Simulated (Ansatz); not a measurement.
Species: sum formula H2BO2 (charge 0, doublet). SMILES: O[B]O
Structure (B3LYP-D3(BJ)/def2-TZVP (Ansatz, a program for electronic structure) minimum search):
```
B
O 1 1.3477
H 2 0.9710 1 116.96
O 1 1.3477 2 129.88 3 0.00
H 4 0.9710 1 116.96 2 0.00
```
Charge 0, spin multiplicity 2.

PBE beside other levels, property by property. Cores are frozen in the correlated levels unless marked. UHF or UKS for open shells. Spin-orbit coupling is left out. Non-relativistic. Basis-set limits of correlation are two-point, X^-3; Hartree-Fock from the larger set. [CCSD(T)-MP2]/basis is that difference in the basis named. Atomisation energies are electronic, to ground-state atoms; the column to compare with has the core term from cc-pwCVTZ added, other frozen-core levels have none. Vertical energies are electronic, to the SCF solution reached for that spin. The coupled-cluster column (Ansatz) is a level with limits of its own: RI-MP2/CBS(aug-cc-pVTZ,aug-cc-pVQZ)+[CCSD(T)-MP2]/aug-cc-pVTZ.

```json
[
 {"property": "atomisation energy (kcal/mol)", "PBE/def2-TZVPD (Ansatz)": "484.6", "r2SCAN-D4/def2-TZVPD (Ansatz + dftd4)": "475.9", "PBE0/def2-TZVPD (Ansatz)": "468.3", "B2PLYP-D3(BJ)/def2-TZVPD (Ansatz + dftd3)": "466.0", "coupled cluster": "470.9"},
 {"property": "vertical ionisation energy to the singlet (eV)", "PBE/def2-TZVPD (Ansatz)": "8.74", "r2SCAN-D4/def2-TZVPD (Ansatz + dftd4)": "8.88", "PBE0/def2-TZVPD (Ansatz)": "8.82", "B2PLYP-D3(BJ)/def2-TZVPD (Ansatz + dftd3)": "8.71", "coupled cluster": "8.78"}
]
```

As the rows show:
- atomisation energy: PBE lies 13.7 kcal/mol above coupled cluster.
- vertical ionisation energy to the singlet: PBE lies 0.04 eV below coupled cluster.
